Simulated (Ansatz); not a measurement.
This geometry of C₂H₅NSi (9 atoms, charge 0, multiplicity 1) is a first-order saddle point.

All numbers below come from RKS revPBE/def2-SVP (Ansatz).

```xyz
9
Properties=species:S:1:pos:R:3
C -1.150 0.681 -0.447
Si 0.001 -0.843 -0.765
C 0.992 -1.000 0.863
N 1.536 -1.361 1.910
H -1.871 0.470 0.369
H -1.743 0.837 -1.374
H -0.618 1.628 -0.226
H 1.161 -0.291 -1.593
H 1.692 -0.122 1.264
```

Which two structures does it join? (They come from a converged band through this point; their orientation in space is the band's.)

Bonds broken: N4–H9. Bonds formed: C3–H9.

Image 0:

```xyz
9
Properties=species:S:1:pos:R:3
C -1.265 0.729 -0.556
Si 0.014 -0.691 -0.788
C 1.044 -0.774 0.711
N 1.566 -1.261 1.709
H -1.830 0.590 0.388
H -1.995 0.688 -1.390
H -0.797 1.734 -0.551
H 1.045 -0.293 -1.824
H 2.219 -0.721 2.300
```

Image 8:

```xyz
9
Properties=species:S:1:pos:R:3
C -1.111 0.668 -0.407
Si 0.087 -0.821 -0.642
C 1.086 -0.994 1.056
N 1.373 -1.443 2.133
H -1.873 0.443 0.367
H -1.646 0.798 -1.373
H -0.624 1.634 -0.168
H 1.223 -0.259 -1.497
H 1.485 -0.026 0.529
```

How far does it lie above each of them?

1.71 eV above the first and 0.79 eV above the second. This is the barrier of this one path; another mechanism may lie lower. The orbitals stay closed-shell, which can raise the energy where a bond breaks towards radicals; this wasn't checked here.

Time of the run: 2.3 min on 2 threads of AMD EPYC 7R43 64-Core Processor (Zen 3), on a shared host, peak memory 0.17 GiB.
